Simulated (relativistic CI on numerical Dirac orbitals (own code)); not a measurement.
Slater and spin-orbit integrals, W⁶⁰⁺

These numbers are calculated, not measured: Dirac-Coulomb-Breit CI, separate exchange-only KLI orbitals for each configuration, model QED (radiative potential, 1s self-energy scaled to tabulated hydrogen-like ionisation energies), unscaled Slater integrals (own radial code, finite nucleus).

Slater integrals F^k, G^k are unscaled and averaged over j, outside the closed core [Ne]; ζ comes from projecting the Hamiltonian with its Breit term on Σ l·s of the shell.

- 3s2.3p2: F^2(3p,3p) = 539920, ζ(3p) = 1.9419e+06 cm⁻¹; <r>(3p) = 0.1806, <r^2>(3p) = 0.0378 (bohr units).
- 3s2.3p.3d: ζ(3p) = 1.9405e+06, F^2(3p,3d) = 545420, G^1(3p,3d) = 561690, G^3(3p,3d) = 380740, ζ(3d) = 262750 cm⁻¹; <r>(3p) = 0.1807, <r^2>(3p) = 0.03785, <r>(3d) = 0.1599, <r^2>(3d) = 0.02946 (bohr units).
- 3s.3p3: F^2(3p,3p) = 539760, G^1(3s,3p) = 685510, ζ(3p) = 1.9417e+06 cm⁻¹; <r>(3s) = 0.1844, <r^2>(3s) = 0.03887, <r>(3p) = 0.1806, <r^2>(3p) = 0.03783 (bohr units).

Averages of the first 10 configurations, taken without configuration mixing, which lowers the lowest level and can move excited configurations by several eV; other configurations of the list can lie among them:

```tsv
Configuration	Parity	States	Average energy above the lowest level (eV)
3s2.3p2	even	15	481.3
3s2.3p.3d	odd	60	879.8
3s.3p3	odd	40	898.6
3s2.3d2	even	45	1287.5
3p4	even	15	1339.5
3s.3p2.3d	even	300	1286.9
3p2.3d2	even	675	2105.1
3s.3p.3d2	odd	540	1684.5
3p3.3d	odd	200	1717.7
3s2.3d.4s	even	20	3603.1
```
